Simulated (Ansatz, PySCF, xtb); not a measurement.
Energy difference R1 + R2 → P1 + P2, each structure at its B3LYP-D3(BJ)/def2-TZVP stationary point, reached from a drawn start (curvature not checked).
R1: Cl2CrO2 (SMILES [O]=[Cr](=[O])([Cl])[Cl]), charge 0, multiplicity 1.
P1: ClCrHO2 (SMILES [O]=[CrH](=[O])[Cl]), charge 0, multiplicity 1.
R2, H2 (SMILES [H][H]) (charge 0, multiplicity 1):
```xyz
2

H      0.0000     0.0000     0.3720
H      0.0000     0.0000    -0.3720
```
P2: HCl (SMILES Cl), charge 0, multiplicity 1.

P less R. No zero-point or thermal terms; no spin–orbit coupling.

Correlated levels freeze the cores. CBS(a, b) extrapolates the correlation energy as X⁻³ and adds the Hartree–Fock energy of set b.

Run with Ansatz (a first-principles code); PySCF for the D3/D4 terms; xtb for the GFN methods. No computed number here is a measurement.

```tsv
level	reaction energy (kcal/mol)
GFN2-xTB	0.83
HF/def2-TZVPP	1.92
SVWN5/def2-TZVPP	21.95
B3LYP/def2-TZVPP	18.11
B3LYP-D3(BJ)/def2-TZVPP	20.22
PBE0/def2-TZVPP	17.45
B2PLYP-D4/def2-TZVPP	28.58
SCS-MP2/def2-TZVPP	…
CCSD(T)/CBS(def2-TZVPP, def2-QZVPP)	…
```

Problem. Complete the blanks.

Solution. 
- SCS-MP2/def2-TZVPP, reaction energy (kcal/mol): 37.24
- CCSD(T)/CBS(def2-TZVPP, def2-QZVPP), reaction energy (kcal/mol): 17.49
